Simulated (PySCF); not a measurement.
C3H8FNSi.
SMILES: `CN[SiH2]C(=C)F`

The closed-shell SCF was solved with PySCF and density fitting under several settings on one GFN2-xTB geometry (grid level 2 and gas phase unless stated).

| settings | basis functions | SCF cycles | E (Eh) | HOMO (eV) | LUMO (eV) | dipole (D) |
| --- | --- | --- | --- | --- | --- | --- |
| X3LYP/Sadlej pVTZ, damping 0.1 at the start, DIIS from the seventh cycle | 224 | 19 | -563.1335 | -6.65 | -0.44 | 1.02 |
| B97-2/6-31++G** | 160 | 13 | -563.1217 | -6.55 | -0.27 | 1.09 |
| PBE0/cc-pVDZ, fitting basis def2-qzvpp-jkfit | 128 | 10 | -562.7770 | -6.62 | 0.16 | 0.95 |

Q: Estimate the row for these settings: revPBE/def2-SVPD.

A: 
```json
{"settings": "revPBE/def2-SVPD", "basis functions": "191", "SCF cycles": "15", "E (Eh)": "-562.7778", "HOMO (eV)": "-5.44", "LUMO (eV)": "-1.10", "dipole (D)": "0.90"}
```

Q: Over all rows, what range does the HOMO–LUMO gap span?

A: From 4.34 eV (revPBE/def2-SVPD) to 6.78 eV (PBE0/cc-pVDZ, fitting basis def2-qzvpp-jkfit). The functional of the narrowest has no exact exchange, that of the widest 25 % exact exchange.

Q: And the dipole moment?

A: From 0.90 D (revPBE/def2-SVPD) to 1.09 D (B97-2/6-31++G**); the largest is 1.21 times the smallest, and the median is 0.98 D.

Whole jobs, the steps after the SCF included, on one thread of an AMD EPYC, shared host:

```csv
settings,work after the SCF,wall time,peak memory
"X3LYP/Sadlej pVTZ, damping 0.1 at the start, DIIS from the seventh cycle","shieldings, density and orbital grids written",2.0 min,0.79 GiB
B97-2/6-31++G**,"6 singlets by TDA, 2 Tamm–Dancoff triplets, polarisability",34 s,0.74 GiB
"PBE0/cc-pVDZ, fitting basis def2-qzvpp-jkfit","spin–spin couplings from 14 perturbed nuclei, spin–dipole term for 3 of them",48 s,0.65 GiB
revPBE/def2-SVPD,"25 singlets by TDA, polarisability, density and orbital grids written",94 s,0.64 GiB
```

Cycle counts include a coarse-grid stage where the run had one. All basis functions are spherical, in the Pople sets too.

The values belong to the conformer `[CH2:1]=[C:2]([F:3])[SiH2:4][NH:5][CH3:6]`: C1–C2–Si4–N5 -146°, C2–Si4–N5–C6 180°.
